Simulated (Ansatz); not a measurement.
Clusters of 6 atoms, halide: gap (eV) at several levels, gas phase, relaxed structures; Ansatz. Clusters are the lowest isomers that short searches found in that spin, judged at the geometry's level. Core potentials for Cs, Hg, Sn in the def2 sets, no spin–orbit coupling. HOMO and LUMO are taken over both spins. Singlets are spin-restricted. The structures are stationary points that may keep the symmetry of their start.

```
species    state          geometry  PBE-D4/def2-SVP  PBE-D4/def2-TZVP  r2SCAN-D4/def2-TZVP  PBE0-D4/def2-SVP  PBE0-D4/def2-TZVP
 Sn2Cl4  singlet   PBE-D4/def2-SVP             3.66              3.69                 4.12              5.39               5.42
  Cs3H3  singlet  PBE-D4/def2-TZVP             2.39              2.52                 3.09              3.72               3.85
Hg2Cl4⁺  doublet  PBE0-D4/def2-SVP             0.47              0.49                 0.67              2.15               2.21
 Cs3Cl3  singlet  PBE0-D4/def2-SVP             3.04              3.35                 4.22              4.75               5.08
  Sn2F4  singlet  PBE0-D4/def2-SVP             4.29              4.32                 4.83              6.22               6.21
```

Question: Estimate the rows for Cu3H3 (singlet, PBE-D4/def2-SVP geometry); Cs3H3⁺ (doublet, PBE0-D4/def2-TZVP geometry).

Answer: 
```
species    state           geometry  PBE-D4/def2-SVP  PBE-D4/def2-TZVP  r2SCAN-D4/def2-TZVP  PBE0-D4/def2-SVP  PBE0-D4/def2-TZVP
  Cu3H3  singlet    PBE-D4/def2-SVP             3.07              3.18                 3.55              5.46               5.55
 Cs3H3⁺  doublet  PBE0-D4/def2-TZVP             0.53              0.55                 1.02              1.45               1.48
```
